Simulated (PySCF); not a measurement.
## Dipole response of Ru⁺ (ruthenium, charge +1)

[Kr] 4d7, high-spin 4F determinant. Calculation: PySCF 2.14, in aug-cc-pVTZ-PP with ECP28MDF (6s6p5d3f2g, 88 functions); scalar relativity through the core potential. Coupled (time-dependent) response in atomic units; α is the mean over directions.

| method | mean α (bohr³) | C₆ (like pair) | S(−4) |
| --- | --- | --- | --- |
| TPSSh | 15.84 | 102.0 | 117.8 |

S(−4) is the Cauchy moment in α(ω) = α(0) + S(−4) ω² + …

Spin-orbit coupling is absent.

α(iu) at TPSSh:

```csv
u (hartree),α(iu) (bohr³)
0,15.84
0.0500,15.56
0.100,14.80
0.200,12.73
0.300,10.80
0.500,8.068
0.750,5.939
1.00,4.556
1.50,2.922
2.00,2.025
3.00,1.122
5.00,0.4773
```

For an ion, C₆ is the dispersion term alone; charge-induced terms of lower order in 1/R come first.

Energies and moments cover only the electrons outside the core potential.
